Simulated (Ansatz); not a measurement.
Born–Oppenheimer molecular dynamics of GeH6O4 (11 atoms, charge 0, multiplicity 1). It starts at the highest image of a converged band, a first-order saddle point between two minima.

Theory: Ansatz, RKS PBE-D4/def2-SVP.

```json
{
  "ensemble": "NVE (velocity Verlet)",
  "time step": "0.5 fs",
  "steps asked": "200",
  "starting velocities drawn for": "300 K",
  "seed": "6733"
}
```

First frame:

```xyz
11
Properties=species:S:1:pos:R:3
Ge 0.164 0.245 0.021
H -0.262 -0.062 1.900
O 1.744 -0.111 -0.745
H 1.678 -0.991 -1.167
O -0.925 1.425 -0.749
H -1.577 0.910 -1.265
O -0.625 -1.365 -0.267
H -1.196 -1.599 0.489
O 1.018 1.559 1.192
H 1.989 1.426 1.134
H 0.396 0.703 1.924
```

(1) How far do the bonds stretch over the last three quarters of this one trajectory? (Pairs bonded in most of those frames.)

## Answers

(1) 
```
  bond  mean (Å)  spread (Å)  shortest  longest
Ge1–O3     1.797       0.033      1.74     1.84
Ge1–O5     1.782       0.013      1.76     1.80
Ge1–O7     1.831       0.039      1.76     1.88
Ge1–O9     1.789       0.075      1.69     1.92
H2–H11     0.772       0.032      0.73     0.83
 O3–H4     0.978       0.004      0.97     0.99
 O5–H6     0.980       0.009      0.96     1.00
 O7–H8     0.977       0.016      0.95     1.00
O9–H10     0.982       0.014      0.95     1.01
```

Mean temperature of the second half: 1028 K. The conserved energy stayed within 0.14 meV per atom of its start (net change 0.061 meV per atom), so the integration is sound. The kinetic energy rose, since the run started high on the potential surface and went downhill. It ends in pieces (GeH4O4 + H2), so much of that is their flight and rotation, not heat. A run of 0.1 ps of so small a system gives no equilibrium averages. The orbitals stay closed-shell, which can raise the energy where a bond breaks towards radicals; this wasn't checked here.

Time of the run: 3.1 min on 4 threads of Arm Neoverse V2 (shared host), peak memory 0.16 GiB.
